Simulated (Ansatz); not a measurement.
Program: Ansatz. Geometries: PBE0-D4/def2-TZVP. ΔE: electronic, gas phase. CBS: MP2 limit from def2 TZ/QZ plus the TZ coupled-cluster correction, frozen cores. Functionals use def2-TZVPP. HSE06 is defined as in plane-wave codes. One conformer a species, not always the lowest.

Consider the isomerisation: `FC(F)O[C@@H](F)[C@H](F)C(F)F` → `FC(F)COC(F)(F)C(F)F`.

```
          level  ΔE (kcal/mol)
         B97M-V           -1.9
     r2SCANh-D4           -2.0
       HSE06-D4           -1.5
       BHLYP-D4           -1.5
           PBE0           -1.7
CCSD/def2-TZVPP           -1.3
  HF/def2-QZVPP           -2.3
 CCSD/CBS(def2)           -1.5
```

Task: What does CCSD(T)/CBS give? (Best estimate.)

Result: Computed: -1.4 kcal/mol. The listed levels differ from it by -0.5, -0.6, -0.1, -0.1, -0.3, 0.1, -0.9, -0.1 kcal/mol.

Largest T1 diagnostic among the species: 0.012.

Leaving LDA and LC-ωPBE aside and taking each functional with its dispersion term where it has one, the values, not all of them listed here, spread over 0.8 kcal/mol, from r2SCAN-D4 to BLYP-D4. At CCSD(T), def2-SVP lies −1.2 kcal/mol from the extrapolated value and def2-TZVPP +0.2 kcal/mol.

CCSD(T)/CBS has its own doubt, a few kJ/mol and more with outer-core shells, so smaller differences from it don't rank the levels.
